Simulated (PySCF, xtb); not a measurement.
Mo(CO)6 (C6MoO6), SMILES [C-](#[O+])->[Mo](<-[C-]#[O+])(<-[C-]#[O+])(<-[C-]#[O+])(<-[C-]#[O+])<-[C-]#[O+], multiplicity 1.

Harmonic wavenumbers (cm⁻¹) from GFN2-xTB (xtb) at its own minimum, in rising order: 49, 50, 50, 61, 61, 61, 63, 64, 64, 273, 273, 273, 421, 421, 421, 427, 438, 438, 470, 470, 470, 487, 487, 487, 604, 604, 604, 2111, 2111, 2113, 2113, 2113, 2163.

What does PySCF 2.14.0 with PBE0-D3(BJ)/def2-SVP give at its own minimum? (Estimate from the structure and the level; the computed values follow.)

62, 62, 62, 86, 86, 86, 92, 92, 92, 363, 363, 363, 401, 401, 401, 413, 413, 429, 509, 509, 509, 543, 543, 543, 648, 648, 648, 2130, 2130, 2130, 2157, 2157, 2250. Paired by order, the mean absolute difference is 37 cm⁻¹ and the zero-point energies are 30.5 and 31.9 kcal/mol.
